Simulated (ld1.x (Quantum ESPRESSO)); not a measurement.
## Reading a pseudo-wave (Cs)

Columns: radius, all-electron u(r) and pseudo u(r) of the 5d shell (level -0.48 eV) of caesium in the configuration [Kr] 4d10 5s2 5p6 5d0 6s1 6p0; LDA (PZ), scalar-relativistic, TM scheme, ld1.x (Quantum ESPRESSO) 7.5.

```
r (bohr)  all-electron  pseudo
   0.195        0.0854  0.0008
   0.390       -0.0533  0.0059
   0.585       -0.1392  0.0191
   0.780       -0.1146  0.0423
   0.975       -0.0372  0.0758
   1.170        0.0516  0.1178
   1.365        0.1333  0.1651
   1.560        0.2019  0.2135
   1.755        0.2565  0.2592
   1.950        0.2987  0.2991
   2.145        0.3305  0.3315
   2.340        0.3539  0.3559
   2.535        0.3707  0.3731
   2.730        0.3822  0.3844
   2.925        0.3898  0.3913
   3.120        0.3942  0.3950
   3.315        0.3964  0.3966
   3.510        0.3967  0.3968
   3.705        0.3957  0.3957
   3.900        0.3937  0.3937
   4.095        0.3910  0.3910
   4.290        0.3876  0.3876
   4.485        0.3838  0.3838
   4.680        0.3795  0.3795
   4.875        0.3748  0.3748
   5.070        0.3699  0.3699
```

(1) How many radial nodes do the two functions have?

(2) At about which radius was the pseudo-wave matched?

(3) Where does each function peak?

(4) Is the pseudo-wave norm-conserving?

## Answers

(1) The all-electron 5d function has n − l − 1 = 2; the pseudo-wave has 0, since the states of the same l below it are removed with the core.

(2) 3.90 bohr. The columns agree to 0.0005 from 3.31 bohr on; several derivatives are matched, so the curves merge somewhat inside the radius.

(3) Outermost all-electron maximum near 3.51 bohr, pseudo maximum near 3.51 bohr (to the table’s step).

(4) Yes: the TM scheme keeps the norm inside the radius equal to the all-electron one, which fixes the energy derivative of the logarithmic derivative at the level.
